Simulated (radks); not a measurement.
Coulomb parameter of the 5d shell of the platinum ion Pt3+ in the model configuration [Xe] 4f14 5d6 6p1, as a second difference U = [E(n + 0.25) + E(n - 0.25) - 2 E(n)] / (0.25)^2 with all orbitals relaxed. "Bare": the charge of the atom changes with n. "Screened": the 6p shell takes up the change at fixed total charge, which measures U(5d,5d) + U(6p,6p) - 2 U(5d,6p). All-electron calculation, Dirac Kohn-Sham, PBE, spin-unpolarised, spherical densities, finite nucleus; open shells are shared between the two j in proportion to 2j + 1; Fermi nuclear charge, rms radius 5.427 fm. Program: a radial shooting solver on a logarithmic mesh with Libxc functionals.

| case | configuration | E - E(n) (eV) |
|---|---|---|
| start | [Xe] 4f14 5d6 6p1 | 0.000 |
| bare +0.25 | [Xe] 4f14 5d6.25 6p1 | -10.300 |
| bare -0.25 | [Xe] 4f14 5d5.75 6p1 | 11.150 |
| screened +0.25 | [Xe] 4f14 5d6.25 6p0.75 | -4.365 |
| screened -0.25 | [Xe] 4f14 5d5.75 6p1.25 | 4.510 |

U(bare) = 13.601 eV, U(screened by 6p) = 2.319 eV.
